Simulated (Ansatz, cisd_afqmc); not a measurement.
Species: CH₅B, charge 0, singlet. CH5B (methylborane, SMILES CB).
B3LYP-D3(BJ)/def2-TZVP minimum from Ansatz (a quantum-chemistry and plane-wave program):
```
C
H 1 1.0911
H 1 1.0911 2 110.16
H 1 1.1043 2 105.74 3 -113.82
B 1 1.5512 2 115.05 4 -114.16
H 5 1.1943 1 120.91 2 -156.60
H 5 1.1943 6 118.10 1 176.57
```

Total energies in cc-pVDZ, 12 correlated electrons, 2 frozen orbitals. Radicals and triplets start from unrestricted determinants; spin-orbit coupling is neglected. Correlated methods leave the cores frozen. No relativity. The Monte Carlo rows (phaseless AFQMC, CISD trial, step 0.005/hartree) carry one-sigma bars that omit the constraint's bias. Outlying blocks are dropped, and bars are widened where a walk drifts. Over all cases where full CI ran beside it in this data, AFQMC minus full CI had a median of +0.1 mEh and passed +0.4 mEh in a tenth of the cases.

```tsv
method	program	energy (Eh)	minus CCSDTQ (mEh)
HF	Ansatz	-65.44633	278.27
MP2	Ansatz	-65.68089	43.71
CCSD	Ansatz	-65.71740	7.21
CCSD(T)	Ansatz	-65.72365	0.96
CCSDT(Q)	Ansatz	-65.72460	0.00
CCSDTQ	Ansatz	-65.72460	0.00
AFQMC/CISD	cisd_afqmc	-65.7240 ± 0.0003	0.6 ± 0.3
```

Rough core times of Ansatz's runs on a shared machine: CCSD(T) under 20 s, CCSDT(Q) 40 s, CCSDTQ 30 min.
